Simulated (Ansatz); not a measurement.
Cartesian coordinates (Å):
```xyz
7

Zn     0.0309    -0.0885    -0.0540
N      1.5018    -0.1540     1.0310
H      2.2022     0.5751     0.8330
H      2.0128    -1.0474     1.0027
N     -1.5170     0.2012    -0.9845
H     -2.3692    -0.0831    -0.4805
H     -1.5604    -0.2742    -1.8968
```
Charge 0, multiplicity 1.

The numbers are results of Ansatz (an electronic-structure program) with frozen-core CCSD(T)/def2-TZVPP // BP86-D3(BJ)/def2-SVP, not measurements.

```yaml
HF energy: -1889.08190 Ha
MP2 correlation energy: -1.28975 Ha
```

Problem. Estimate the CCSD correlation energy, the (T) correction, the total energy and the T1 diagnostic.

Solution. 
```
Property                          Value
-----------------------  --------------
CCSD correlation energy     -1.21687 Ha
(T) correction              -0.03619 Ha
CCSD(T) total energy     -1890.33496 Ha
T1 diagnostic                     0.015
```
